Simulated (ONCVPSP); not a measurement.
# lanthanum (La): ONCV pseudisation with PBE, scalar-relativistic reference atom.

ONCVPSP 4.0.1 input, shortened (lines: element, Z, core and valence counts, functional; n l f; lmax; l rc ep ncon nbas qcut; lloc lpopt rc5 dvloc0; l nproj debl; icmod fcfact rcfact), PBE, scalar-relativistic:

```
  La 57.00    9    4        4      upf
    1    0    2.00
    2    0    2.00
    2    1    6.00
    3    0    2.00
    3    1    6.00
    3    2   10.00
    4    0    2.00
    4    1    6.00
    4    2   10.00
    5    0    2.00
    5    1    6.00
    5    2    1.00
    6    0    2.00
    3
    0    2.15    0.00    5    9    4.50
    1    2.90    0.00    4    8    5.50
    2    2.45    0.00    4    9    4.50
    3    2.60    0.10    3    7    4.20
    4    5    1.50    0.00
    0    2    1.00
    1    1    3.40
    2    3    1.70
    3    2    2.70
    0    0.00    0.00
```

In the f channel the program set the typed energies aside and used -0.160, 2.540 Ha.

Question: Does the generator finish with these settings?

Answer: Yes, a potential is produced and its reference levels are reproduced.

Question: Estimate the cutoffs (Ha) at which the residual kinetic energy of the hardest occupied pseudo-wave falls to 1 and 0.1 mHa per electron.

Answer: 10 Ha and 42 Ha. The cutoffs count occupied waves only; projector 2 of the f channel, the hardest unoccupied one, needs 82 Ha at the loose tolerance.

Question: What does a ghost test show?

Answer: No bound ghost flagged; GHOST(+) flagged for s at 35.4 eV.

Question: Which valence shell sets the plane-wave cutoff?

Answer: 5s: 10 Ha for 1 mHa per electron, against 9 Ha for 6s.

Question: Tests: 5s2 5p6 5d1 6s1; 5s2 5p6 5d1 6s0; 5s2 5p6 5d0 6s0; 5s2 5p6 5d1 6s1.5. Which has the largest error in its energy relative to the reference configuration, and how large is it?

Answer: 5s2 5p6 5d0 6s0, with +16 meV (all-electron minus pseudo) on +35.80 eV.
